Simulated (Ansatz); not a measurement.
| atom | x (Å) | y (Å) | z (Å) |
| --- | --- | --- | --- |
| Ti | -0.0424 | 0.0219 | -0.3737 |
| O | -0.0202 | 1.3567 | 0.5682 |
| O | -0.0139 | -1.3736 | 0.5339 |

Basis set: 6-31G (spherical functions). Left uncorrelated: 7 orbitals. Charge 0, multiplicity 1.

Computed with Ansatz (development build ahead of 0.2.0); each method stands on the lowest determinant of its kind that the runs found. Restricted open shells among the atoms or ions are ROHF, correlated in semicanonical orbitals with singles.

(1) Give the atomization energy at this shape (free ground-state atoms in the same class of orbitals less the molecule, no zero-point energy) of singlet TiO₂ by RHF-MP2, RHF.

## Answers

(1)

```tsv
method	atomization energy
RHF-MP2	1183.3 kJ/mol
RHF	235.7 kJ/mol
```

Caution: no unrestricted run beside it, a lower state can exist; other spin multiplicities were not run.

This basis has no polarisation functions and is too small for such energies, which can lie far from measured ones in either direction.
